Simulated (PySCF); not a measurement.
# C₆ coefficients of unlike pairs at LC-wPBE

Calculated with PySCF 2.14 from the dipole response of each species, C₆(A,B) = (3/π) ∫ α_A(iu) α_B(iu) du, in atomic units, from isotropic polarisabilities. For ions this is the dispersion term alone; charge-induced terms of lower order in 1/R come first.

```
species       configuration                                                                 basis      relativity  α (bohr³)  C₆ (like pair)
   Be²⁺            1s2 (1S)                                               dyall-acv3z (15s9p4d2f)   spin-free X2C    0.05527         0.01206
     Cl   [Ne] 3s2 3p5 (2P)                                               dyall-av3z (19s12p3d2f)            none      14.29           90.51
    In⁺  [Kr] 4d10 5s2 (1S)  def2-QZVPPD with the def2 core potential (28 electrons) (8s6p5d4f1g)  core potential      26.09           182.2
```

Estimate C₆ for Cl with Be²⁺.

The integral gives 0.6553. The combination rule 2 C_A C_B / (C_A α_B/α_A + C_B α_A/α_B) gives 0.6295 and the geometric mean 1.045.

No spin-orbit coupling is included.

The other pairs:

```tsv
pair	C₆
In⁺, Be²⁺	0.8957
In⁺, Cl	125.9
```
